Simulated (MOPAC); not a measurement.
MOPAC input (MNDO):

```
MNDO 1SCF UHF MS=0.5 GEO-OK AUX(PRECISION=9) THREADS=1
H3Cl2Si2

Cl    2.32471200 1   -1.35496700 1   -0.08387100 1
Si    1.11773900 1    0.30499900 1    0.24505100 1
Si   -1.11043700 1   -0.31045300 1   -0.14414700 1
Cl   -2.25481000 1    1.40407300 1    0.07748500 1
H     1.59422300 1    1.38993400 1   -0.65326600 1
H    -1.33684500 1   -0.84286700 1   -1.50700500 1
H    -1.54794400 1   -1.30552800 1    0.85618600 1
```

Output:

```
 *******************************************************************************
 **                                                                           **
 **                              MOPAC v23.2.5                                **
 **                                                                           **
 *******************************************************************************
 ** MOPAC's Digital Object Identifier: https://doi.org/10.5281/zenodo.6511958 **
 **                                                                           **
 ** Please cite the open-source release paper for use of this MOPAC version:  **
 ** J. E. Moussa and J. J. P. Stewart (2026)                                  **
 ** MOPAC: An open-source semiempirical molecular orbital program             **
 ** J. Open Source Softw., 11(119), 8025, https://doi.org/10.21105/joss.08025 **
 *******************************************************************************

                              MNDO CALCULATION RESULTS

 *******************************************************************************
 *  MNDO       - The MNDO Hamiltonian to be used
 *  GEO-OK     - OVERRIDE INTERATOMIC DISTANCE AND OTHER SAFETY CHECKS
 *  UHF        - UNRESTRICTED HARTREE-FOCK CALCULATION
 *  MS=        - IN MECI, MAGNETIC COMPONENT OF SPIN =  0.5
 *  1SCF       - DO 1 SCF AND THEN STOP
 *  AUX        - OUTPUT AUXILIARY INFORMATION
 *******************************************************************************
MNDO 1SCF UHF MS=0.5 GEO-OK AUX(PRECISION=9) THREADS=1
 H3Cl2Si2

   ATOM   CHEMICAL          X               Y               Z
  NUMBER   SYMBOL      (ANGSTROMS)     (ANGSTROMS)     (ANGSTROMS)

     1      Cl          2.32471200  *  -1.35496700  *  -0.08387100  *
     2      Si          1.11773900  *   0.30499900  *   0.24505100  *
     3      Si         -1.11043700  *  -0.31045300  *  -0.14414700  *
     4      Cl         -2.25481000  *   1.40407300  *   0.07748500  *
     5       H          1.59422300  *   1.38993400  *  -0.65326600  *
     6       H         -1.33684500  *  -0.84286700  *  -1.50700500  *
     7       H         -1.54794400  *  -1.30552800  *   0.85618600  *

          CARTESIAN COORDINATES

    NO.       ATOM           X           Y           Z

     1        Cl          2.3247     -1.3550     -0.0839
     2        Si          1.1177      0.3050      0.2451
     3        Si         -1.1104     -0.3105     -0.1441
     4        Cl         -2.2548      1.4041      0.0775
     5         H          1.5942      1.3899     -0.6533
     6         H         -1.3368     -0.8429     -1.5070
     7         H         -1.5479     -1.3055      0.8562

  H: (MNDO): M.J.S. DEWAR, W. THIEL, J. AM. CHEM. SOC., 99, 4899, (1977)
 Si: (MNDO): M.J.S.DEWAR, ET. AL. ORGANOMETALLICS  5, 375 (1986)
 Cl: (MNDO): M.J.S.DEWAR, H.S.RZEPA, J. COMP. CHEM., 4, 158, (1983)

           Empirical Formula: H3 Cl2 Si2  =     7 atoms

      MOLECULAR POINT GROUP   :   C1

          UHF CALCULATION, NO. OF ALPHA ELECTRONS =   13
                           NO. OF BETA  ELECTRONS =   12

 -------------------------------------------------------------------------------
 MNDO 1SCF UHF MS=0.5 GEO-OK AUX(PRECISION=9) THREADS=1
 H3Cl2Si2

     1SCF WAS SPECIFIED, SO BFGS WAS NOT USED
     SCF FIELD WAS ACHIEVED

                              MNDO CALCULATION
                                                       MOPAC v23.2.5 Linux

          FINAL HEAT OF FORMATION =        -30.03521 KCAL/MOL =    -125.66732 KJ/MOL

          COSMO AREA              =        149.44 SQUARE ANGSTROMS
          COSMO VOLUME            =        147.16 CUBIC ANGSTROMS

          IONIZATION POTENTIAL    =          8.747029 EV
          ALPHA SOMO LUMO (EV)    =         -8.747 -1.012
          BETA  SOMO LUMO (EV)    =        -10.337 -1.132
          NO. OF ALPHA ELECTRONS  =         13
          NO. OF BETA  ELECTRONS  =         12
          MOLECULAR WEIGHT        =        130.1007         POINT GROUP:  C1

          MOLECULAR DIMENSIONS (Angstroms)

            Atom       Atom       Distance
           Cl     4   Cl     1     5.34887
            H     5    H     7     4.19608
           Si     2    H     6     2.47097

          SCF CALCULATIONS        =          1

   ATOM   CHEMICAL          X               Y               Z
  NUMBER   SYMBOL      (ANGSTROMS)     (ANGSTROMS)     (ANGSTROMS)

     1      Cl          2.32471200  *  -1.35496700  *  -0.08387100  *
     2      Si          1.11773900  *   0.30499900  *   0.24505100  *
     3      Si         -1.11043700  *  -0.31045300  *  -0.14414700  *
     4      Cl         -2.25481000  *   1.40407300  *   0.07748500  *
     5       H          1.59422300  *   1.38993400  *  -0.65326600  *
     6       H         -1.33684500  *  -0.84286700  *  -1.50700500  *
     7       H         -1.54794400  *  -1.30552800  *   0.85618600  *

                             CARTESIAN COORDINATES

   1   Cl        2.324712000    -1.354967000    -0.083871000
   2   Si        1.117739000     0.304999000     0.245051000
   3   Si       -1.110437000    -0.310453000    -0.144147000
   4   Cl       -2.254810000     1.404073000     0.077485000
   5    H        1.594223000     1.389934000    -0.653266000
   6    H       -1.336845000    -0.842867000    -1.507005000
   7    H       -1.547944000    -1.305528000     0.856186000

           Empirical Formula: H3 Cl2 Si2  =     7 atoms

      MOLECULAR POINT GROUP   :   C1

          ALPHA EIGENVALUES
 -26.01995 -24.82560 -22.06477 -17.42047 -14.10540 -13.73257 -13.65818 -13.39950
 -13.09044 -12.76187 -12.19059 -10.61773  -8.74703  -1.01239  -0.46494  -0.24781
   0.74833   1.25662   1.49245

           BETA EIGENVALUES
 -25.86930 -24.78195 -21.81698 -17.06951 -14.09988 -13.71649 -13.60546 -13.37609
 -12.93921 -12.70338 -12.19183 -10.33715  -1.13198  -0.71372  -0.33367   0.05314
   0.75932   1.45719   1.53033

              NET ATOMIC CHARGES AND DIPOLE CONTRIBUTIONS

  ATOM NO.   TYPE          CHARGE      No. of ELECS.   s-Pop       p-Pop
    1         Cl          -0.435230        7.4352     1.98566     5.44957
    2         Si           0.555975        3.4440     1.28104     2.16298
    3         Si           1.161475        2.8385     1.13792     1.70060
    4         Cl          -0.481596        7.4816     1.98613     5.49546
    5          H          -0.217379        1.2174     1.21738
    6          H          -0.289752        1.2898     1.28975
    7          H          -0.293492        1.2935     1.29349
 DIPOLE           X         Y         Z       TOTAL
 POINT-CHG.    -0.476     0.229     1.419     1.514
 HYBRID         0.211    -0.209    -1.045     1.086
 SUM           -0.265     0.020     0.374     0.459

          ATOMIC ORBITAL ELECTRON POPULATIONS

     Atom    s        px        py        pz
    1 Cl   1.98566   1.82922   1.65758   1.96276
    2 Si   1.28104   0.72862   0.57195   0.86242
    3 Si   1.13792   0.60588   0.50384   0.59088
    4 Cl   1.98613   1.85474   1.65953   1.98119
    5  H   1.21738
    6  H   1.28975
    7  H   1.29349

                    (SZ)    =    0.500000
                    (S**2)  =    0.755865

          ATOMIC ORBITAL SPIN POPULATIONS

    Atom   Total    s     px     py     pz
         Atomic
    1 Cl  0.0063  0.001 -0.008 -0.009  0.023
    2 Si  1.0292  0.145  0.083  0.072  0.730
    3 Si -0.0050  0.003 -0.005 -0.001 -0.002
    4 Cl -0.0029 -0.000 -0.003 -0.000  0.000
    5  H -0.0254 -0.025
    6  H  0.0036  0.004
    7  H -0.0057 -0.006

 **********************
 *                    *
 * JOB ENDED NORMALLY *
 *                    *
 **********************

 == MOPAC DONE ==
```

The geometry given is a B3LYP-D3(BJ)/def2-TZVP minimum.
